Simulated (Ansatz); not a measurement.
The inner images of a band of AlCl₂FH₂ (6 atoms, charge 0, multiplicity 1) are given out of order.

All numbers below come from RKS PBE0-D4/def2-SVP in Ansatz.

Image 0:

```xyz
6
Properties=species:S:1:pos:R:3
Al 0.010 0.055 0.068
H 0.004 0.594 1.556
Cl 1.807 0.088 -1.029
Cl -1.795 0.015 -1.016
F 0.050 -1.859 0.780
H 0.052 -1.791 1.713
```

Image 8:

```xyz
6
Properties=species:S:1:pos:R:3
Al 0.021 -0.685 -0.264
H 0.036 0.185 1.741
Cl 1.802 0.260 -0.779
Cl -1.805 0.169 -0.779
F 0.058 -2.259 0.258
H 0.015 -0.569 1.895
```

Q: Put them in order from the first end to the last, with their energies above the first end.
A.
```xyz
6
Properties=species:S:1:pos:R:3
Al 0.013 -0.085 0.017
H 0.012 0.233 1.603
Cl 1.820 0.139 -1.019
Cl -1.809 0.067 -1.005
F 0.050 -1.908 0.844
H 0.041 -1.346 1.632
```
B.
```xyz
6
Properties=species:S:1:pos:R:3
Al 0.020 -0.434 -0.107
H 0.017 0.000 1.735
Cl 1.816 0.203 -0.949
Cl -1.805 0.134 -0.934
F 0.049 -1.979 0.641
H 0.030 -0.823 1.686
```
C.
```xyz
6
Properties=species:S:1:pos:R:3
Al 0.019 -0.319 -0.052
H 0.018 0.017 1.681
Cl 1.822 0.171 -0.977
Cl -1.809 0.108 -0.960
F 0.046 -1.923 0.759
H 0.032 -0.952 1.621
```
D.
```xyz
6
Properties=species:S:1:pos:R:3
Al 0.022 -0.540 -0.179
H 0.015 0.044 1.778
Cl 1.809 0.237 -0.910
Cl -1.801 0.162 -0.897
F 0.054 -2.066 0.518
H 0.029 -0.736 1.761
```
E.
```xyz
6
Properties=species:S:1:pos:R:3
Al 0.011 -0.006 0.043
H 0.009 0.406 1.582
Cl 1.811 0.116 -1.033
Cl -1.800 0.044 -1.020
F 0.051 -1.890 0.807
H 0.047 -1.569 1.693
```
F.
```xyz
6
Properties=species:S:1:pos:R:3
Al 0.023 -0.624 -0.238
H 0.014 0.113 1.785
Cl 1.803 0.256 -0.857
Cl -1.798 0.177 -0.846
F 0.058 -2.165 0.390
H 0.028 -0.656 1.838
```
G.
```xyz
6
Properties=species:S:1:pos:R:3
Al 0.017 -0.207 -0.018
H 0.016 0.085 1.637
Cl 1.826 0.160 -0.992
Cl -1.813 0.091 -0.976
F 0.047 -1.902 0.842
H 0.035 -1.125 1.580
```

A: E (+1.7 kJ/mol), A (+6.3 kJ/mol), G (+12.7 kJ/mol), C (-7.4 kJ/mol), B (-54.2 kJ/mol), D (-84.6 kJ/mol), F (-97.0 kJ/mol).

Run time: 3.5 min on 1 thread of Arm Neoverse V1, with other jobs on the host, peak memory 0.15 GiB.
